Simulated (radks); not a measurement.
Question: Coherent X-ray form factor from a spherical all-electron density. Method: Dirac Kohn-Sham, BLYP, spin-unpolarised, spherical densities, finite nucleus; Fermi nuclear charge, rms radius of each element as measured or else 0.836 A^(1/3) + 0.57 fm; computed with a radial shooting solver on a logarithmic mesh with Libxc functionals.

| sin(theta)/lambda (1/angstrom) | f0 (electrons) |
|---|---|
| 0.05 | 72.234 |
| 0.1 | 70.114 |
| 0.15 | 67.061 |
| 0.2 | 63.534 |
| 0.25 | 59.884 |
| 0.3 | 56.324 |
| 0.4 | 49.833 |
| 0.5 | 44.295 |
| 0.6 | 39.585 |
| 0.8 | 31.979 |
| 1 | 26.175 |
| 1.25 | 21.040 |
| 1.5 | 17.770 |
| 2 | 14.055 |

The species is in the configuration that NIST lists as its ground one. Which atom or ion scatters so?

Answer: The rhenium ion Re2+, [Xe] 4f14 5d5. Extrapolating in s^2 from the first two rows gives f0(0) = 72.9, near the electron count 73; among species with that count, the fall with angle is slower the higher Z, and the table is that of Z = 75; from so few rows the species is fixed only to a neighbour or two.
